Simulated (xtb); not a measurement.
Cl$_{2}$Se, triplet, at a GFN2-xTB geometry (a higher spin typed on purpose: for a closed-shell molecule this is an excited state); GFN2-xTB run with xtb.

Here is a job for xtb.
```
$ xtb mol.xyz --gfn 2 --uhf 2 --acc 30 --json

# file mol.xyz
3

Se     0.09038564     0.10880543     0.81783642
Cl     0.97674330     1.18139250    -0.74251873
Cl    -1.15751457    -1.39900335    -0.89315413
```

Problem. What does xtb print? Leave out banner, timings and long lists.

Solution. 
```
   ID    Z sym.   atoms
    1   34 Se     1
    2   17 Cl     2, 3

           -------------------------------------------------
          |                Calculation Setup                |
           -------------------------------------------------

           -------------------------------------------------
          |                 G F N 2 - x T B                 |
           -------------------------------------------------

          ...................................................
          :                      SETUP                      :
          :.................................................:
          :  # basis functions                  30          :
          :  # atomic orbitals                  27          :
          :  # shells                            9          :
          :  # electrons                        20          :
          :  max. iterations                   250          :
          :  Hamiltonian                  GFN2-xTB          :
          :  restarted?                      false          :
          :  GBSA solvation                  false          :
          :  PC potential                    false          :
          :  electronic temp.          300.0000000     K    :
          :  accuracy                   30.0000000          :
          :  -> integral cutoff          0.2000000E+02      :
          :  -> integral neglect         0.3000000E-06      :
          :  -> SCF convergence          0.3000000E-04 Eh   :
          :  -> wf. convergence          0.3000000E-02 e    :
          :  Broyden damping             0.4000000          :
          :  net charge                          0          :
          :  unpaired electrons                  2          :
          ...................................................

 iter      E             dE          RMSdq      gap      omega  full diag
   1    -12.2154399 -0.122154E+02  0.766E+00    2.60       0.0  T
   2    -12.1850835  0.303564E-01  0.801E+00    1.97       1.0  T
   3    -12.2353140 -0.502305E-01  0.492E+00    2.29       1.0  T
   4    -12.2287296  0.658440E-02  0.418E+00    2.01       1.0  T
   5    -12.2469855 -0.182559E-01  0.749E-01    2.11       1.0  T
   6    -12.2472775 -0.291984E-03  0.250E-01    2.10       1.0  T
   7    -12.2473182 -0.407318E-04  0.130E-01    2.09       1.0  T
   8    -12.2473280 -0.984525E-05  0.867E-02    2.09       1.0  T
   9    -12.2473176  0.103863E-04  0.152E-01    2.09       1.0  T
[...]
         :: total energy             -12.245171559111 Eh    ::
[...]
        19                          0.0289632               0.7881
        20                          0.0295990               0.8054
        21                          0.0307435               0.8366
        22                          0.0312474               0.8503
       ...                                ...                  ...
        27                          0.6968119              18.9612
      -------------------------------------------------------------
                  HL-Gap            0.0768047 Eh            2.0900 eV
             Fermi-level           -0.3704212 Eh          -10.0797 eV

     #   Z          covCN         q      C6AA      α(0)
     1  34 Se       1.571     0.158   229.541    26.416
     2  17 Cl       0.892     0.044    97.860    15.134
     3  17 Cl       0.683    -0.202   105.037    15.674

 Mol. C6AA /au·bohr⁶  :       1241.302384
 Mol. C8AA /au·bohr⁸  :      66281.868839
 Mol. α(0) /au        :         57.224370

Wiberg/Mayer (AO) data.
largest (>0.10) Wiberg bond orders for each atom

 ---------------------------------------------------------------------------
     #   Z sym  total        # sym  WBO       # sym  WBO       # sym  WBO
 ---------------------------------------------------------------------------
     1  34 Se   2.405 --     2 Cl   1.425     3 Cl   0.980
     2  17 Cl   1.527 --     1 Se   1.425     3 Cl   0.102
     3  17 Cl   1.082 --     1 Se   0.980     2 Cl   0.102
 ---------------------------------------------------------------------------

Topologies differ in total number of bonds
Writing topology from bond orders to xtbtopo.mol

molecular dipole:
                 x           y           z       tot (Debye)
 q only:        0.549       0.664       0.522
   full:        0.540       0.653       0.351       2.332
molecular quadrupole (traceless):
                xx          xy          yy          xz          yz          zz
 q only:       -0.163      -1.468      -0.722      -1.225      -1.481       0.885
  q+dip:       -0.220      -1.278      -0.707      -1.044      -1.262       0.927
   full:       -0.033      -1.791      -0.716      -1.430      -1.729       0.749

           -------------------------------------------------
          | TOTAL ENERGY              -12.245171559111 Eh   |
          | GRADIENT NORM               0.000026137044 Eh/α |
          | HOMO-LUMO GAP               2.089961239537 eV   |
           -------------------------------------------------

normal termination of xtb
```
